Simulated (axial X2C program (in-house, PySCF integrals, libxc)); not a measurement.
Which molecule gave these maps?

PBE0 fields computed with an axial X2C code built on PySCF integrals, 2c, near the equilibrium distance, one atom at z = 0.

The maps cover the half plane through the axis: z from -2.4 to 4.8 Å along the bond, ρ from 0.15 to 2.25 Å away from it (steps of 0.3 Å, the bottom row nearest the axis).

log10 of the density in e/bohr³:

digits 0 to 9 span -4.43 to 1.84 evenly
```
0011122222222222222221110
0012223333322233333322211
0122333444333333444333221
1123344444443344444443321
1223445555544444555444322
1233455565554455565544322
1234456777655556777654332
1234456898655556898654432
```

Electron localisation function (collinear form, no current term, damped to 0 at low density):

digits 0 to 9 span 0.00 to 1.00 evenly
```
0000123332100002345431000
0001345665310014677653100
0012467777521135788775310
0013678888642246788876310
0024678766764355556776420
0025675222465442222466420
0025652576246522676245420
0125634676436515376435410
```

Axial spin density in 10⁻³ e/bohr³:

digits 0 to 9 span -3.04 to 3.04 evenly, values beyond are clipped
```
5555555555444555555555555
5555555555444556777665555
5555555665544568999876555
5555567776544589999996555
5555568998544699999997655
5555569998534699999997555
5444445455433599393975555
4444324692433465995434444
```

Problem. Which molecule is it?
A. TeI
B. RuSb
C. NaSb
D. CrSn

Solution. A. TeI, with I at z = 0 and Te at z = 2.668 Å, state Ω = 3/2 (⟨Sz⟩ = 0.50, ⟨Lz⟩ = 1.00 at PBE0), basis I dyall-cv3z [11s12p8d4f1g], Te dyall-cv3z [11s12p8d4f1g] (cores contracted in-house). The state is a single determinant with fixed occupations, the lowest that a limited PBE0 search found. Density functionals use the spin component along the axis (collinear). The functionals have no current-density term, which raises determinants with orbital currents, atoms included.
